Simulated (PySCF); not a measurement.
# Working out the excitation energy of As

As [Ar] 3d10 4s2 4p3 (4S) → As [Ar] 3d10 4s1 4p3 5s1 (6S). Calculation: PySCF 2.14, in aug-cc-pVTZ-PP with ECP10MDF (6s5p4d2f, 55 functions); scalar relativity through the core potential. Frozen: 3s2 3p6 3d10. Energies in hartree (1 hartree = 27.21139 eV):

```json
{"part": "UHF", "As (lower)": "-331.210176", "As (upper)": "-330.804816"}
{"part": "MP2 opposite-spin", "As (lower)": "-0.052762", "As (upper)": "0.000000"}
{"part": "MP2 same-spin", "As (lower)": "-0.019585", "As (upper)": "-0.026888"}
```

Task: What does Hartree-Fock give?

Result: (-330.804816) − (-331.210176) = 0.405360 hartree = 11.030 eV.

Task: What do MP2 and SCS-MP2 (6/5 opposite-spin, 1/3 same-spin) give?

Result: The opposite-spin parts differ by 1.436 eV and the same-spin parts by -0.199 eV. MP2: 11.030 + (1.436) + (-0.199) = 12.267 eV. SCS-MP2: 11.030 + 1.2 × (1.436) + (-0.199)/3 = 12.687 eV.

The upper state lies above the first ionisation limit, but in LS coupling its spin forbids autoionisation to the ground ion. A Rydberg-like electron needs more diffuse functions than a valence basis has.
